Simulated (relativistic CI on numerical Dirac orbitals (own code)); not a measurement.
Tm4+: 4p photoemission

Computed with this model: Dirac-Coulomb-Breit CI, separate exchange-only KLI orbitals for each configuration, a model potential for QED, valence Slater integrals scaled by 0.7, multiplet model of photoemission in the sudden approximation; configurations [Xe] 4f11 → [Ar] 3d10 4s2 4p5 4d10 4f11 5s2 5p6; 300 K; Lorentzian 1.75 eV and Gaussian 0.7 eV FWHM. Energies are those of the free ion, without screening or charge transfer. The energies are binding energies and can lie tens of eV above those of solids. S is read from ⟨S²⟩ = S(S + 1).

free ion: ground-state S = 1.47, centroid 415.54 eV. Peaks (eV, height): 395.8 (100), 398.6 (84), 403.8 (57), 448.0 (95).

Strongest unbroadened transitions for free ion:

```
Energy (eV)  Relative strength
     395.76              100.0
     397.08               35.7
     397.86                9.4
     398.68               32.2
     398.77               34.8
     400.31                8.1
     401.33               10.3
     402.10                9.4
     403.62                6.6
     403.68               20.5
     404.04               14.8
     404.27                4.7
     404.87               17.0
     405.78                5.0
     446.84               57.0
     447.93               21.4
     448.17               70.7
     450.28               15.9
```
